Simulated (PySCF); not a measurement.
# Polarisability and C₆ of Ga⁻ (gallium, charge -1)

[Ar] 3d10 4s2 4p2, high-spin 3P determinant. All numbers are calculated (PySCF 2.14, scalar relativity by spin-free X2C-1e, in aug-cc-pVDZ-DK). Coupled (time-dependent) response in atomic units; α is the mean over directions. A double-zeta set is small for polarisabilities.

```
method  mean α (bohr³)         α xx, yy, zz  C₆ (like pair)  S(−4)
   UHF           244.0  101.2, 315.5, 315.4            3974  56780
```

S(−4) is the Cauchy moment in α(ω) = α(0) + S(−4) ω² + …

Spin-orbit coupling is absent.

α(iu) at UHF:

```
u (hartree)  α(iu) (bohr³)
          0          244.0
     0.0500          167.7
      0.100          107.6
      0.200          55.92
      0.300          33.22
      0.500          15.05
      0.750          7.470
       1.00          4.438
       1.50          2.083
       2.00          1.203
       3.00         0.5486
       5.00         0.2016
```

A single London oscillator, α(iu) = α/(1 + u²/ω²), gives C₆ = (3/4) ω α². Matching the computed C₆ needs ω = 4 × 3974 / (3 × 244.0²) = 0.0890 hartree.

For an ion, C₆ is the dispersion term alone; charge-induced terms of lower order in 1/R come first.

The components differ because the open shell of this determinant is not spherical; for a pure term their mean is the scalar polarisability.
